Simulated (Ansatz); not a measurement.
A CCSD(T) single point on CH3F2Sc, SMILES `[CH3][Sc]([F])[F]`.

```yaml
crystal:
  periodic: [false, false, false]
  atoms:
    - {symbol: C, position_ang: [-0.410646, 0.889727, -0.216005]}
    - {symbol: Sc, position_ang: [0.461089, -1.043941, 0.269449]}
    - {symbol: F, position_ang: [1.986310, -1.064642, 1.303037]}
    - {symbol: F, position_ang: [-0.348357, -2.556154, -0.403684]}
    - {symbol: H, position_ang: [-1.469741, 0.822205, -0.490945]}
    - {symbol: H, position_ang: [-0.325191, 1.606497, 0.610017]}
    - {symbol: H, position_ang: [0.106546, 1.346297, -1.071870]}
basis:
  gaussian: {orbitals: def2-TZVPP}
correlation: {method: ccsd_t}
output: {orbitals: {seedname: orbitals}}
```

```sh
$ ansatz run in.yaml --threads 4 --pin off --events-out ev --progress --plain --max-ram 10444MiB
```

Output of Ansatz, abridged:

```
Functional definition: HF
1257 factors; integrals over basis functions are off by at most 1.0e-3 eV
mean field evaluation 1: about -27165.7499 eV, gradient 5.6e1 eV
mean field evaluation 2: about -27165.8175 eV, gradient 5.6e1 eV
mean field evaluation 4: about -27171.4644 eV, gradient 3.2e0 eV
mean field evaluation 8: about -27171.5508 eV, gradient 4.7e-1 eV
mean field evaluation 16: about -27171.5535 eV, gradient 1.3e-6 eV
mean field -27171.55350050 eV, -998.5361736028 hartree, gradient 1.3e-6 eV, S^2 0.000000; 0 other end points of the search recorded, 0 dependent functions left out
8 core orbitals not correlated: weight in the atoms' cores, before any rotation towards them, 1.000 or more for the frozen orbitals, at most 0.000 for the correlated occupied ones
reference -27171.55350050 eV, -998.5361736028 hartree; 16, 16 occupied and 175, 175 virtual orbitals, 1257 factors
second order -26.74736612 eV of doubles, -0.00000000 eV of singles
cycle   1  -26.66780462 eV  change    8.0e-2 eV  update   1.3e-1
cycle   2  -27.23445580 eV  change   -5.7e-1 eV  update   5.4e-2
cycle   3  -27.40839322 eV  change   -1.7e-1 eV  update   2.5e-2
cycle   4  -27.40404124 eV  change    4.4e-3 eV  update   7.3e-3
cycle   5  -27.39384445 eV  change    1.0e-2 eV  update   2.9e-3
cycle   6  -27.39457175 eV  change   -7.3e-4 eV  update   1.0e-3
cycle   7  -27.39458979 eV  change   -1.8e-5 eV  update   4.4e-4
cycle   8  -27.39433329 eV  change    2.6e-4 eV  update   2.2e-4
cycle   9  -27.39444725 eV  change   -1.1e-4 eV  update   1.2e-4
cycle  10  -27.39449443 eV  change   -4.7e-5 eV  update   4.4e-5
cycle  11  -27.39444227 eV  change    5.2e-5 eV  update   1.9e-5
cycle  12  -27.39445934 eV  change   -1.7e-5 eV  update   9.6e-6
perturbative correction -0.91951321 eV, -0.0337914872 hartree
Total energy: -27199.86747305 eV, -999.5766929024 hartree
```

Run time 69 s (4 threads of an Arm Neoverse V2 on a shared host); peak host memory 2.7 GiB.

Correlation energy per correlated electron: -0.885 eV. T1 diagnostic: 0.0156.
